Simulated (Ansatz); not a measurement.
`OC(F)B(F)F`, 8 atoms. Total charge 0; spin multiplicity 1. All runs use 4 threads of a server CPU on a shared host. Correlated methods freeze the cores.

Q: How many basis functions does each run have, and how long does it take in Ansatz? RKS ωB97M-V/def2-QZVPP energy; RKS PBE0-D4/def2-SVP energy; RKS B97M-V/def2-TZVPP energy; RKS PBE0-D4/def2-QZVPP energy; RHF-CCSD(T)/def2-SVP energy; RKS CAM-B3LYP-D4/def2-TZVPP energy; RKS PBE0-D4/def2-TZVP frequencies; RKS BHLYP-D4/def2-TZVPP energy; RHF-CCSD(T)/def2-TZVPP energy; RKS B2PLYP (frozen core)/def2-TZVPP energy; RKS ωB97M-V/def2-SVP energy; direct RPA on PBE orbitals/def2-TZVPP energy. (Estimate.)

A: Ansatz gave: Other jobs shared the machine, so times are rough.

| level | job | functions | wall time | peak host memory (GiB) |
| --- | --- | --- | --- | --- |
| RKS PBE0-D4/def2-SVP | energy | 94 | 0.75 s | 0.18 |
| RKS BHLYP-D4/def2-TZVPP | energy | 214 | 2.1 s | 0.45 |
| RKS CAM-B3LYP-D4/def2-TZVPP | energy | 214 | 2.3 s | 0.52 |
| RKS ωB97M-V/def2-SVP | energy | 94 | 2.7 s | 0.26 |
| direct RPA on PBE orbitals/def2-TZVPP | energy | 214 | 3.4 s | 0.46 |
| RKS B2PLYP (frozen core)/def2-TZVPP | energy | 214 | 3.5 s | 0.5 |
| RKS PBE0-D4/def2-QZVPP | energy | 402 | 4.6 s | 1.1 |
| RHF-CCSD(T)/def2-SVP | energy | 94 | 4.7 s | 0.42 |
| RKS B97M-V/def2-TZVPP | energy | 214 | 6.5 s | 0.3 |
| RKS ωB97M-V/def2-QZVPP | energy | 402 | 11 s | 1.3 |
| RKS PBE0-D4/def2-TZVP | frequencies | 198 | 79 s | 0.43 |
| RHF-CCSD(T)/def2-TZVPP | energy | 214 | 2 min | 3.6 |
